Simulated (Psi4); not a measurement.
BrZn, doublet, at a GFN2-xTB geometry (such geometries of metal compounds can be far from the true shape) (the spin is typed, not shown lowest). Base run: BLYP/cc-pVTZ (Psi4).

Input for Psi4:
```
memory 2 GB

molecule mol {
0 2
Zn   -0.000000   -0.000000   -1.315299
Br    0.000000    0.000000    1.127399
}

set {
  basis cc-pvtz
  reference uks
}

energy('blyp')
print_variables()
```

Each row names what was changed in the base input (with any setting that the change needs).

```tsv
change	basis functions	E (Eh)	dipole (D)	core-seconds (rough)	outcome
base	111	-4353.78049	2.81	30	converged
basis = STO-3G	36	-	-	-	not converged
basis = def2-SV(P)	56	-4353.09850	3.12	4	converged
basis = pcseg-1	58	-4353.21007	3.30	4	converged
basis = 6-31G	58	-4352.95320	3.21	4	converged
basis = def2-SVP	63	-4353.09852	3.12	4	converged
basis = cc-pVDZ	70	-4353.69784	2.47	20	converged
basis = 6-31G*	74	-4353.03191	3.06	4	converged
basis = def2-SVPD	75	-4353.11444	3.08	4	converged
basis = pcseg-2	99	-4353.78981	3.25	6	converged
basis = def2-TZVPD	108	-4353.68925	2.86	6	converged
basis = aug-cc-pVTZ	152	-4353.78219	2.85	30	converged
basis = def2-QZVPP	189	-4353.79031	2.82	10	converged
```

Totals compare only among sets that treat the same electrons; sets with core potentials leave the core out.

Open shells are given as the SCF converged; they aren't shown to be the lowest states, and a large step between rows can be another state.
